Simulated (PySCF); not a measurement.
**Ga⁺ (gallium, charge +1) across methods**

[Ar] 3d10 4s2, closed-shell 1S. Computed with PySCF 2.14 in aug-cc-pVTZ-DK (7s6p4d2f, 59 functions), with the spin-free X2C one-electron Hamiltonian (Gaussian nucleus).

```json
{"method": "B3LYP", "E (hartree)": "-1943.662", "mean ε 3p (eV)": "-112.60", "mean ε 3d (eV)": "-30.634", "mean ε 4s (eV)": "-17.245", "Σ⟨r²⟩ (bohr²)": "24.51", "⟨S²⟩": "0.000"}
{"method": "UHF", "E (hartree)": "-1941.97147", "mean ε 3p (eV)": "-131.33", "mean ε 3d (eV)": "-39.965", "mean ε 4s (eV)": "-19.037", "Σ⟨r²⟩ (bohr²)": "24.90", "⟨S²⟩": "0.000"}
{"method": "TPSS", "E (hartree)": "-1943.592", "mean ε 3p (eV)": "-108.42", "mean ε 3d (eV)": "-27.918", "mean ε 4s (eV)": "-16.317", "Σ⟨r²⟩ (bohr²)": "24.49", "⟨S²⟩": "0.000"}
{"method": "revPBE", "E (hartree)": "-1943.502", "mean ε 3p (eV)": "-107.62", "mean ε 3d (eV)": "-27.863", "mean ε 4s (eV)": "-16.246", "Σ⟨r²⟩ (bohr²)": "24.54", "⟨S²⟩": "0.000"}
{"method": "CAM-B3LYP", "E (hartree)": "-1943.738", "mean ε 3p (eV)": "-114.60", "mean ε 3d (eV)": "-32.618", "mean ε 4s (eV)": "-18.760", "Σ⟨r²⟩ (bohr²)": "24.54", "⟨S²⟩": "0.000"}
{"method": "PBE0", "E (hartree)": "-1943.351", "mean ε 3p (eV)": "-113.84", "mean ε 3d (eV)": "-31.167", "mean ε 4s (eV)": "-17.234", "Σ⟨r²⟩ (bohr²)": "24.50", "⟨S²⟩": "0.000"}
{"method": "r2SCAN", "E (hartree)": "-1943.575", "mean ε 3p (eV)": "-110.65", "mean ε 3d (eV)": "-28.470", "mean ε 4s (eV)": "-16.628", "Σ⟨r²⟩ (bohr²)": "24.42", "⟨S²⟩": "0.000"}
{"method": "LDA", "E (hartree)": "-1940.454", "mean ε 3p (eV)": "-107.53", "mean ε 3d (eV)": "-28.284", "mean ε 4s (eV)": "-16.674", "Σ⟨r²⟩ (bohr²)": "24.39", "⟨S²⟩": "0.000"}
```

**Question.** Estimate the same row for PBE.

**Answer.** E (hartree) = -1943.337; mean ε 3p (eV) = -107.65; mean ε 3d (eV) = -27.937; mean ε 4s (eV) = -16.352; Σ⟨r²⟩ (bohr²) = 24.51; ⟨S²⟩ = 0.000.
